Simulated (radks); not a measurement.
Fractional charge and spin in the 5p shell of neodymium: the spin-up occupation runs from 2 to 3 and the spin-down occupation from 2 to 3; the fullest corner is Nd, [Kr] 4d10 4f(up 2, down 2) 5s2 6s2 5p(up 3, down 3). Method: scalar-relativistic Kohn-Sham, LDA (Slater exchange, Perdew-Wang correlation), spin-polarised, spherical densities, point nucleus; computed with a radial shooting solver on a logarithmic mesh with Libxc functionals. Energy (eV) above the fullest corner. The planes named below are the two flat planes that join the four corners, with an edge along up + down = one added electron.

\begin{tabular}{lrrr}
down \ up & 2 & 2.5 & 3 \\ \hline
2 & 64.485 & 44.280 & 26.778 \\
2.5 & 44.280 & 26.955 & 12.194 \\
3 & 26.778 & 12.194 & 0.000 \\
\end{tabular}

Corners above the fullest one (they belong to Nd+ and the next ion): (up 3, down 2) 26.778 eV, (up 2, down 3) 26.778 eV, (up 2, down 2) 64.485 eV. With half an added electron in each spin the energy lies 0.176 eV from the planes, and with half an added electron in spin up alone -1.351 eV. The planes are only a guide here: the flat-plane condition holds for ground states with one frontier orbital, while this shell lies below other occupied shells, so the corners above the fullest one are inner-hole states and not the ground states of those ions.
